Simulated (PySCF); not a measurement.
[PySCF 2.14: coordinates at the GFN2-xTB level; shielding tensors at PBE0/pcSseg-1 (GIAO); one conformer; rapidly exchanging positions averaged; no solvent; relativity neglected]

Scale: ¹H (σ = 31.72 ppm) and ¹³C (σ = 186.93 ppm) against TMS (reference shieldings calculated alike). Shifts are as computed. Against solution values, carbons near 30 ppm lie about +3 ppm off and those near 130 ppm about +5 ppm. Of 1211 compounds with measured shifts, 218 miss one by over three times the rms of a fit or turn the order of signals round; such compounds aren't used in these exercises. OH and NH positions are gas-phase values without hydrogen bonding to other molecules.

Problem. Order these molecules by the shift of their most deshielded carbon, lowest δ first.
A. C=C/C=C/C1CCC1
B. FC(F)(F)[C@@H]1CCCCN1
C. [SiH3][C@@H]1CC[C@@H]2[SiH2]O[SiH2][C@H]12

Solution. C (39.9 ppm, sp3 CH bonded to Si), B (135.1 ppm, CF3 carbon), A (150.7 ppm, alkene CH).

Problem. Order these molecules by the shift of their most shielded carbon-bound hydrogen, lowest δ first.
A. C=C/C=C/C1CCC1
B. [SiH3][C@@H]1CC[C@@H]2[SiH2]O[SiH2][C@H]12
C. FC(F)(F)[C@@H]1CCCCN1

Solution. C (1.06 ppm, hydrogen on an sp3 CH2 in a ring), B (1.47 ppm, hydrogen on an sp3 CH bonded to Si), A (1.85 ppm, hydrogen on an sp3 CH2 in a ring).

Problem. How many ¹³C and ¹H signals does each give (equivalence by symmetry and fast rotation, but not about amide C–N or C=N bonds)? `FC(F)(F)[C@@H]1CCCCN1`, `C=C/C=C/C1CCC1`, `[SiH3][C@@H]1CC[C@@H]2[SiH2]O[SiH2][C@H]12`, `C=CC#CC(C)(C)C`

Solution. FC(F)(F)[C@@H]1CCCCN1: 6 C, 10 H; C=C/C=C/C1CCC1: 7 C, 10 H; [SiH3][C@@H]1CC[C@@H]2[SiH2]O[SiH2][C@H]12: 5 C, 12 H; C=CC#CC(C)(C)C: 6 C, 4 H.
